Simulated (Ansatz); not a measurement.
`O[SiH](F)S` + `CN[SiH2]Cl` → `CN([SiH2]Cl)[SiH](O)F` + H₂S  (ligand exchange at the Si–S bond)

Isolated molecules relaxed with PBE0-D4/def2-TZVP in Ansatz; ΔE leaves out vibrations. CCSD(T)/CBS adds triple-zeta CCSD(T) − MP2 to the extrapolated MP2 energy (def2 sets, frozen cores). This one scheme is used for every species. Functionals use def2-TZVPP. B3LYP here is the variant with VWN-RPA as its local correlation; programs differ in this. One conformer a species, not always the lowest.

`O[SiH](F)S`:

Cartesian coordinates in Å:
```
O -0.965 0.790 -1.102
Si -0.327 -0.282 -0.063
F -0.907 -0.113 1.412
S 1.771 0.031 0.045
H -0.711 1.712 -1.024
H -0.730 -1.615 -0.535
H 1.870 -0.522 1.266
```

`CN[SiH2]Cl`:

Z-matrix (Å, degrees):
```
C
N 1 1.450
H 1 1.096 2 113.1
H 1 1.093 2 110.8 3 -122.0
H 1 1.093 2 109.4 3 119.9
Si 2 1.697 1 123.8 3 -88.7
H 2 1.008 1 113.6 3 65.8
Cl 6 2.075 2 114.8 1 68.9
H 6 1.479 2 108.8 1 -48.4
H 6 1.479 2 108.1 1 -172.4
```

`CN([SiH2]Cl)[SiH](O)F`:

```xyz
14

C    -0.916   -0.472   -1.431
N    -0.235   -0.183   -0.165
Si    0.951   -1.273    0.426
Cl    2.865   -0.542    0.092
Si   -0.562    1.299    0.632
O     0.629    1.611    1.697
F    -1.885    1.230    1.508
H    -1.775   -1.132   -1.287
H    -1.277    0.454   -1.888
H    -0.237   -0.941   -2.147
H     0.853   -1.465    1.886
H     0.842   -2.540   -0.329
H    -0.791    2.353   -0.377
H     1.537    1.600    1.385
```

H₂S:

Cartesian coordinates in Å:
```
S 0.262 -0.321 0.460
H -0.579 -0.641 -0.534
H 0.317 0.962 0.074
```

| level | ΔE (kJ/mol) | difference from CCSD(T)/CBS |
| --- | --- | --- |
| PBE-D4 | 1.8 | 11.3 |
| PBE0-D4 | -1.5 | 8.0 |
| B3LYP-D4 | -8.6 | 0.9 |
| ωB97X-V | -6.4 | 3.1 |
| B2PLYP | -2.7 | 6.8 |
| PBE | 9.8 | 19.3 |
| PBE0 | 5.8 | 15.3 |
| B3LYP | 3.9 | 13.4 |
| MP2/def2-TZVPP | -10.8 | -1.3 |
| CCSD(T)/def2-TZVPP | -12.8 | -3.3 |
| HF/def2-QZVPP | -3.8 | 5.7 |
| MP2/def2-QZVPP | -9.3 | 0.2 |
| SCS-MP2/def2-QZVPP | -9.0 | 0.5 |
| HF/CBS(def2) | -3.9 | 5.6 |
| MP2/CBS(def2) | -7.5 | 2.0 |
| CCSD/CBS(def2) | -8.7 | 0.8 |
| CCSD(T)/CBS | -9.5 | 0 |

Largest T1 diagnostic among the species: 0.012.

In def2-TZVPP, CCSD(T) changes the Hartree–Fock value by −10.1 kJ/mol (the triples alone add −0.9 kJ/mol) and MP2 by −8.0 kJ/mol. From PBE to PBE0 (25 % exact exchange), in def2-TZVPP and without D4, ΔE moves by −4.0 kJ/mol. The D4 term adds −12.5 kJ/mol with B3LYP and −7.3 kJ/mol with PBE0; it sums over pairs of atoms, weighted by their polarisabilities, and B3LYP, whose exchange is more repulsive, gets the larger term.
